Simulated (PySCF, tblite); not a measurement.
Isomers of C5H7F3OSi, one GFN2-xTB conformer each. Single-point energies are computed at PBE0/pcSseg-1 (PySCF, gas phase, no added dispersion term), electronic only.

```csv
SMILES,GFN2-xTB relative energy (kcal/mol)
O=CC/C([SiH3])=C/C(F)(F)F,63.2
C=C1[C@@H](O[SiH2]F)[C@H]1C(F)F,0.0
FC(F)(F)O[C@H]1C=CC[SiH2]1,44.6
CC(=O)/C([SiH3])=C\C(F)(F)F,58.2
O=C/C([SiH3])=C\C(F)(F)CF,72.4
CO[Si@@H]1CC(C(F)F)=C1F,47.7
O=C/C([SiH3])=C\CC(F)(F)F,63.1
C[SiH2]/C(C=O)=C/C(F)(F)F,71.6
```

Conformers: `[O:1]=[CH:2][CH2:3]/[C:4]([SiH3:5])=[CH:6]/[C:7]([F:8])([F:9])[F:10]` with O1–C2–C3–C4 -18°, C2–C3–C4–Si5 46°; `[CH2:1]=[C:2]1[C@@H:3]([O:4][SiH2:5][F:6])[C@H:7]1[CH:8]([F:9])[F:10]` with C2–C3–O4–Si5 -21°, C3–O4–Si5–F6 63°, C3–C7–C8–F9 -92°; `[F:1][C:2]([F:3])([F:4])[O:5][C@H:6]1[CH:7]=[CH:8][CH2:9][SiH2:10]1` with C2–O5–C6–C7 163°; `[CH3:1][C:2](=[O:3])/[C:4]([SiH3:5])=[CH:6]\[C:7]([F:8])([F:9])[F:10]` with C1–C2–C4–Si5 108°; `[O:1]=[CH:2]/[C:3]([SiH3:4])=[CH:5]\[C:6]([F:7])([F:8])[CH2:9][F:10]` with O1–C2–C3–Si4 -115°, C3–C5–C6–F7 41°, C5–C6–C9–F10 -45°; `[CH3:1][O:2][Si@@H:3]1[CH2:4][C:5]([CH:6]([F:7])[F:8])=[C:9]1[F:10]` with C1–O2–Si3–C4 175°, C4–C5–C6–F7 -56°; `[O:1]=[CH:2]/[C:3]([SiH3:4])=[CH:5]\[CH2:6][C:7]([F:8])([F:9])[F:10]` with O1–C2–C3–Si4 150°, C3–C5–C6–C7 -122°; `[CH3:1][SiH2:2]/[C:3]([CH:4]=[O:5])=[CH:6]/[C:7]([F:8])([F:9])[F:10]` with C1–Si2–C3–C4 78°, Si2–C3–C4–O5 -21°.

What does PBE0/pcSseg-1 give for the same structures?

```json
{"SMILES": "C=C1[C@@H](O[SiH2]F)[C@H]1C(F)F", "PBE0/pcSseg-1 E (Eh)": "-858.22672", "PBE0/pcSseg-1 (kcal/mol)": "0.0", "GFN2-xTB (kcal/mol)": "0.0", "point group": "C1"}
{"SMILES": "FC(F)(F)O[C@H]1C=CC[SiH2]1", "PBE0/pcSseg-1 E (Eh)": "-858.20598", "PBE0/pcSseg-1 (kcal/mol)": "13.0", "GFN2-xTB (kcal/mol)": "44.6", "point group": "C1"}
{"SMILES": "C[SiH2]/C(C=O)=C/C(F)(F)F", "PBE0/pcSseg-1 E (Eh)": "-858.19827", "PBE0/pcSseg-1 (kcal/mol)": "17.9", "GFN2-xTB (kcal/mol)": "71.6", "point group": "C1"}
{"SMILES": "CO[Si@@H]1CC(C(F)F)=C1F", "PBE0/pcSseg-1 E (Eh)": "-858.19653", "PBE0/pcSseg-1 (kcal/mol)": "18.9", "GFN2-xTB (kcal/mol)": "47.7", "point group": "C1"}
{"SMILES": "O=C/C([SiH3])=C\\CC(F)(F)F", "PBE0/pcSseg-1 E (Eh)": "-858.19053", "PBE0/pcSseg-1 (kcal/mol)": "22.7", "GFN2-xTB (kcal/mol)": "63.1", "point group": "C1"}
{"SMILES": "CC(=O)/C([SiH3])=C\\C(F)(F)F", "PBE0/pcSseg-1 E (Eh)": "-858.19018", "PBE0/pcSseg-1 (kcal/mol)": "22.9", "GFN2-xTB (kcal/mol)": "58.2", "point group": "C1"}
{"SMILES": "O=CC/C([SiH3])=C/C(F)(F)F", "PBE0/pcSseg-1 E (Eh)": "-858.18086", "PBE0/pcSseg-1 (kcal/mol)": "28.8", "GFN2-xTB (kcal/mol)": "63.2", "point group": "C1"}
{"SMILES": "O=C/C([SiH3])=C\\C(F)(F)CF", "PBE0/pcSseg-1 E (Eh)": "-858.15888", "PBE0/pcSseg-1 (kcal/mol)": "42.6", "GFN2-xTB (kcal/mol)": "72.4", "point group": "C1"}
```

Both levels put the same isomer lowest; measured from each level's own lowest isomer, the values differ by up to 53.7 kcal/mol (C[SiH2]/C(C=O)=C/C(F)(F)F: 71.6 against 17.9). As drawn, the lowest has a three-membered ring, an Si–O bond and an Si–F bond, which the highest lacks; the highest has a C=O bond and an Si–C bond, which the lowest lacks. Neighbours under 2.5 kcal/mol apart (C[SiH2]/C(C=O)=C/C(F)(F)F and CO[Si@@H]1CC(C(F)F)=C1F; O=C/C([SiH3])=C\CC(F)(F)F and CC(=O)/C([SiH3])=C\C(F)(F)F) can change places with a better method, another conformer or zero-point energy.

Which frontier levels, dipoles and rotational constants go with these structures?

```tsv
SMILES	HOMO (eV, PBE0/pcSseg-1)	LUMO (eV)	dipole (D)	A, B, C (MHz)
C=C1[C@@H](O[SiH2]F)[C@H]1C(F)F	-8.20	-0.79	3.59	1476, 816.1, 720.0
FC(F)(F)O[C@H]1C=CC[SiH2]1	-7.80	-0.19	3.53	2463, 708.3, 625.1
C[SiH2]/C(C=O)=C/C(F)(F)F	-7.97	-2.63	2.38	1951, 620.3, 557.1
CO[Si@@H]1CC(C(F)F)=C1F	-7.70	-0.64	3.89	2161, 577.0, 527.2
O=C/C([SiH3])=C\CC(F)(F)F	-7.76	-2.22	2.68	1828, 592.3, 499.1
CC(=O)/C([SiH3])=C\C(F)(F)F	-7.65	-1.68	3.28	1616, 774.3, 642.9
O=CC/C([SiH3])=C/C(F)(F)F	-7.93	-1.33	4.44	2169, 660.3, 590.5
O=C/C([SiH3])=C\C(F)(F)CF	-7.86	-1.94	2.49	1543, 718.0, 679.3
```

What happens when harmonic zero-point energies from GFN2-xTB frequencies are added?

| SMILES | ZPE (kcal/mol) | electronic (kcal/mol) | with ZPE (kcal/mol) |
| --- | --- | --- | --- |
| C=C1[C@@H](O[SiH2]F)[C@H]1C(F)F | 69.0 | 0.0 | 0.0 |
| FC(F)(F)O[C@H]1C=CC[SiH2]1 | 69.1 | 13.0 | 13.2 |
| C[SiH2]/C(C=O)=C/C(F)(F)F | 66.7 | 17.9 | 15.6 |
| CO[Si@@H]1CC(C(F)F)=C1F | 70.4 | 18.9 | 20.3 |
| O=C/C([SiH3])=C\CC(F)(F)F | 65.9 | 22.7 | 19.7 |
| CC(=O)/C([SiH3])=C\C(F)(F)F | 65.8 | 22.9 | 19.7 |
| O=CC/C([SiH3])=C/C(F)(F)F | 66.4 | 28.8 | 26.2 |
| O=C/C([SiH3])=C\C(F)(F)CF | 65.7 | 42.6 | 39.3 |

The zero-point energies span 4.7 kcal/mol. The lowest isomer stays, but the order above it changes.
